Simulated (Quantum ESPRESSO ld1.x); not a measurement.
Values are calculated unless marked as measured or tabulated.
Task: These are the eigenvalues of the occupied orbitals of an atom or ion with whole-number occupations (eV). Level of theory: Dirac Kohn-Sham, PBE, spin-unpolarised, spherical densities, point nucleus (ld1.x of Quantum ESPRESSO 7.5).

orbital  eigenvalue
1s1/2      -91280.0
2s1/2      -22008.1
2p1/2      -21633.1
2p3/2      -19534.9

Which element is it, and in what charge state? The configuration may be excited. Open shells, if any, are shared by 2j + 1.

Result: Z = 80, mercury, charge +73: Hg73+ in [He] 2s2 2p3. The list shows which subshells hold electrons but not how many an open one holds; the 1s level, -3354.5 hartree, gives Z - s = 81.9 by -(Z - s)^2/2, which with screening and relativity narrows Z to a few neighbours, and the depths of the outer levels then fix element, charge and occupations together.
